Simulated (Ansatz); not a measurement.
Calculated with Ansatz (gas phase, PBE0-D4/def2-TZVP geometries, no zero-point term in ΔE). CCSD(T)/CBS is the MP2 limit (def2-TZVPP, def2-QZVPP) plus CCSD(T) − MP2 in def2-TZVPP, frozen cores. DFT in def2-TZVPP. For Ga outer-core shells are correlated without core-valence functions, which leaves a few kJ/mol of doubt a bond. Scalar relativity is left out up to krypton. One conformer a species, not always the lowest.

`CC=C([SiH3])[SiH3]` + `N[CH2][GaH][OH]` → `N[CH2][GaH][SiH3]` + `C/C=C(\O)[SiH3]`  (redistribution)

```json
{"species": "`CC=C([SiH3])[SiH3]`", "r2SCAN energy (Eh)": "-699.22248"}
{"species": "`N[CH2][GaH][OH]`", "r2SCAN energy (Eh)": "-2096.52603"}
{"species": "`N[CH2][GaH][SiH3]`", "r2SCAN energy (Eh)": "-2311.93807"}
{"species": "`C/C=C(\\O)[SiH3]`", "r2SCAN energy (Eh)": "-483.76786"}
```

Work out ΔE.

ΔE = (-2311.93807) + (-483.76786) − (-699.22248) − (-2096.52603) = 0.04258 Eh = +111.8 kJ/mol. CCSD(T)/CBS gives +121.0 kJ/mol.

Largest T1 diagnostic among the species: 0.013.

The D4 term adds +4.6 kJ/mol with B3LYP and +2.4 kJ/mol with PBE0; it sums over pairs of atoms, weighted by their polarisabilities, and B3LYP, whose exchange is more repulsive, gets the larger term.

B3LYP here is the variant with VWN-RPA as its local correlation; programs differ in this.
